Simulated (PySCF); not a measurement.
**From computed data to an observable: refractive index and permittivity of the vapour**

C3H6F2Si, SMILES FC(F)=CC[SiH3].

Geometry optimised at PBE0-D3(BJ)/def2-SVP. This is a generated structure with no PubChem entry under its InChIKey; it may be hypothetical. The values are those of a single conformer.

PySCF with r2SCAN/def2-TZVP gives a mean static polarisability of 65.8 bohr³ and a dipole moment of 1.21 D. Take an ideal gas at 298.15 K and 1 bar, whether or not the substance is that volatile.

### Question
Work out n − 1 in the optical limit and the static ε − 1.

### Answer

Polarisability volume α' = 65.8 × 0.148185 = 9.75 Å³. Number density N = p/kT = 2.43e-5 Å⁻³.
Dilute limit of Lorentz–Lorenz: n − 1 = 2π N α' = 0.0015.
Orientation term of Debye: μ²/(3kT) = 8.098 Å³ × μ²(D²) = 11.86 Å³.
ε − 1 = 4π N (α' + μ²/3kT) = 0.0066. Orientation of the dipole supplies 55 % of the static response; it can't follow optical fields. Vibrational polarisation and dispersion are left out.
